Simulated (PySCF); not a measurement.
## Static response to an electric field

CH6F2SSi2.
Numbering: `[CH3:1][Si@@H:2]([F:3])[S:4][SiH2:5][F:6]` (hydrogens: H7, H8, H9 on C1; H10 on Si2; H11, H12 on Si5)

Cartesian coordinates in Å at the GFN2-xTB level; atoms count from 1:
```xyz
12
CH6F2SSi2 angstrom
C     -2.414   -0.212   -0.289
Si    -0.686    0.334    0.218
F     -0.369   -0.241    1.695
S      0.719   -0.586   -1.129
Si     2.583   -0.184   -0.167
F      2.655    1.393    0.141
H     -2.480   -1.295   -0.348
H     -3.150    0.131    0.432
H     -2.686    0.187   -1.261
H     -0.444    1.757    0.341
H      3.595   -0.468   -1.158
H      2.679   -0.816    1.130
```

Level: CAM-B3LYP/def2-SVPD (PySCF), static field, nuclei fixed, core orbitals frozen in the response. The polarisability tensor in these axes (au):

```
x   103.41  -1.59  -0.68
y    -1.59  70.66   3.54
z    -0.68   3.54  73.92
```

**Question.** Diagonalise the tensor; give its mean and Δα, where Δα² is half the sum of the squared differences of the eigenvalues.

**Answer.** Principal values 68.37, 76.11 and 103.51 au; mean 82.67 au = 12.25 Å³ = 13.63 × 10⁻⁴⁰ C²·m²/J; Δα = 31.98 au (39 % of the mean).

**Question.** What is the dipole moment, and where does it point?

**Answer.** (-1.05, -0.57, -0.77) D, 1.42 D in size, pointing from the negative to the positive side. Measured along this direction, the outermost atoms are F6 at the negative end and H9 and H7 at the positive end.

**Question.** What depolarisation ratio follows for Rayleigh scattering of linearly polarised light, taking the static tensor?

**Answer.** ρ = 3Δα²/(45ᾱ² + 4Δα²) = 3068.4/(307514 + 4091.2) = 0.00985.

**Question.** Estimate the molar refractivity from the static electronic polarisability.

**Answer.** Lorentz–Lorenz: R = (4π/3)N_A α = 2.5225 cm³/(mol·Å³) × 12.25 Å³ = 30.9 cm³/mol, in the limit of long wavelengths.

**Question.** Orientational against electronic polarisability at 400 K (dilute gas, rigid molecules)?

**Answer.** In Gaussian units μ²/3kT = 12.18 Å³ against 12.25 Å³, a ratio of 0.99; the Debye molar polarisation (4π/3)N_A(α + μ²/3kT) is 61.6 cm³/mol, leaving out the vibrational part.

Geometry: GFN2-xTB, one conformer, isolated molecule.
